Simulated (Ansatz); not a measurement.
Basis sets compared for the cluster Rb3H3⁺. The state is a doublet with charge 1. Geometry PBE0-D4/def2-TZVP. Ansatz on 4 threads of Arm Neoverse V2 on a shared host; times are rough, and most runs start from earlier orbitals.

Cartesian coordinates in Å:
```
Rb 0.152 -1.568 0.919
Rb -1.362 -4.735 4.817
Rb 1.715 1.384 -2.928
H 0.932 -0.051 -1.025
H -0.563 2.148 -0.833
H -0.874 2.822 -0.949
```

In the def2 sets Rb takes a core potential; there is no spin–orbit coupling. In the doublet, H5 and H6 lie 0.75 Å apart (atoms count from 1), so H2 has formed as a molecule. The structure comes from a short search, and lower isomers may exist.

```json
{"level": "PBE-D4/def2-SVP", "functions": "87", "energy (Eh)": "-73.8915", "HOMO (eV)": "-5.05", "LUMO (eV)": "-4.44", "wall time": "1.6 s"}
{"level": "PBE0-D4/def2-SVP", "functions": "87", "energy (Eh)": "-73.8967", "HOMO (eV)": "-5.45", "LUMO (eV)": "-3.85", "wall time": "1.7 s"}
```

Estimate the rows for PBE-D4/def2-TZVP, PBE0-D4/def2-TZVP (with forces).


| level | functions | energy (Eh) | HOMO (eV) | LUMO (eV) | wall time |
| --- | --- | --- | --- | --- | --- |
| PBE-D4/def2-TZVP | 117 | -73.9003 | -5.03 | -4.38 | 2.3 s |
| PBE0-D4/def2-TZVP (with forces) | 117 | -73.9047 | -5.45 | -3.77 | 4.5 s |
